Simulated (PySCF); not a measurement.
Members of the series GeXY, Y = silyl; each row names its spin state. Isolated molecules, 0 K electronic values unless said otherwise. One relaxed conformer stands for each flexible species; it need not be the lowest. Strings in code marks are SMILES.

The dipole moment from two functionals at the same geometries (PBE0-D3(BJ)/def2-TZVP), both in PySCF: PBE-D3(BJ)/def2-TZVP and PBE0-D3(BJ)/def2-TZVP. 

| species | PBE-D3(BJ)/def2-TZVP (D) |
|---|---|
| X = silyl, multiplicity 3 (`[SiH3][Ge][SiH3]` (excited triplet)) | 0.17 |
| X = cyano, multiplicity 1 (`N#[C][Ge][SiH3]` (lower singlet)) | 3.49 |
| X = cyano, multiplicity 3 (`N#[C][Ge][SiH3]` (excited triplet)) | 4.35 |
| X = isocyano, multiplicity 3 (`[N+]([Ge][SiH3])#[C-]` (excited triplet)) | 4.33 |

What does PBE0-D3(BJ)/def2-TZVP give for each?


- X = silyl, multiplicity 3 (`[SiH3][Ge][SiH3]` (excited triplet)): 0.17
- X = cyano, multiplicity 1 (`N#[C][Ge][SiH3]` (lower singlet)): 3.64
- X = cyano, multiplicity 3 (`N#[C][Ge][SiH3]` (excited triplet)): 4.50
- X = isocyano, multiplicity 3 (`[N+]([Ge][SiH3])#[C-]` (excited triplet)): 4.37
Over these rows, drawn at random from the members with no instability flagged (it was tested for open shells, ions and some series alone), PBE minus PBE0-D3(BJ): mean -0.08 D, from -0.15 D to 0.00 D.
